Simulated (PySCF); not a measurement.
A calculated (PW91, PySCF 2.14, aug-cc-pVTZ-X2C, the spin-free X2C one-electron Hamiltonian (Gaussian nucleus)) atom or ion has these occupied shells.

| shell | electrons | orbital energy (eV) | rms radius, mean of both spins (bohr) |
| --- | --- | --- | --- |
| 1s | 2 | -3948.9 | 0.0888 |
| 2s | 2 | -414.66 | 0.396 |
| 2p | 6 | -335.22 | 0.364 |
| 3s | 2 | -47.245 | 1.24 |
| 3p | 6 | -28.162 | 1.38 |
| 4s | 2 | -3.791 | 4.31 |

Question: Name the element and its charge.

Answer: Ca (calcium, neutral), in [Ar] 4s2, closed-shell 1S.
